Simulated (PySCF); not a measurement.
A species of formula C6H14P2 has this rotational fingerprint, computed with PBE0/pcSseg-1 in PySCF (dipole) on a GFN2-xTB geometry, gas phase:

- Rotational constants: A = 2451, B = 982.3, C = 779.5 MHz
- Dipole components: |μa| = 1.00 D, |μb| = 0.07 D, |μc| = 0.26 D
- Inertial defect: -72.38 u·Å²
- κ: -0.76

Question: Which structure is it? (One computed conformer of each.)
A. `[CH2:1]=[CH:2][CH2:3][P@:4]([CH3:5])([PH2:6])=[CH:7][CH3:8]` with C1–C2–C3–P4 -97°, C2–C3–P4–C5 171°, C3–P4–P6–H -179° and -87°
B. `[CH2:1]=[P:2]1([CH3:3])[CH2:4][CH2:5][PH:6][CH2:7][CH2:8]1` with C1–P2–C4–C5 -163°, P2–C4–C5–P6 59°, C4–C5–P6–C7 -56°, C5–P6–C7–C8 56°
C. `[CH2:1]=[C:2]([CH3:3])[P:4]([CH2:5][CH3:6])[CH2:7][PH2:8]` with C1–C2–P4–C5 123°, C2–P4–C5–C6 -69°, C2–P4–C7–P8 58°, P4–C7–P8–H 64° and 157°
D. `[PH2:1][P:2]1[CH2:3][CH2:4][CH2:5][CH2:6][CH2:7][CH2:8]1` with H–P1–P2–C3 -83° and -175°, P1–P2–C3–C4 -174°, P2–C3–C4–C5 60°, C3–C4–C5–C6 -71°, C4–C5–C6–C7 100°

Answer: D. It is PP1CCCCCC1, an asymmetric top, point group C1. The candidates at the same level (rigid rotor, commonest isotopes):

| SMILES | A (MHz) | B (MHz) | C (MHz) | μa (D) | μb (D) | μc (D) | Δ (u·Å²) | point group | rotor |
| --- | --- | --- | --- | --- | --- | --- | --- | --- | --- |
| PP1CCCCCC1 | 2451 | 982.3 | 779.5 | 1.00 | 0.07 | 0.26 | -72.38 | C1 | asymmetric top |
| C=P1(C)CCPCC1 | 2246 | 1065 | 979.6 | 0.83 | 0.00 | 2.60 | -183.78 | Cs | asymmetric top |
| C=C(C)P(CC)CP | 1907 | 979.8 | 796.0 | 0.66 | 0.66 | 1.14 | -145.89 | C1 | asymmetric top |
| C=CC[P@](C)(P)=CC | 1659 | 1024 | 850.0 | 0.38 | 0.51 | 0.62 | -203.65 | C1 | asymmetric top |

`C=P1(C)CCPCC1` has C 26 % too high; `C=C(C)P(CC)CP` has A 22 % too low; `C=CC[P@](C)(P)=CC` has A 32 % too low. No structure here is proved a minimum.
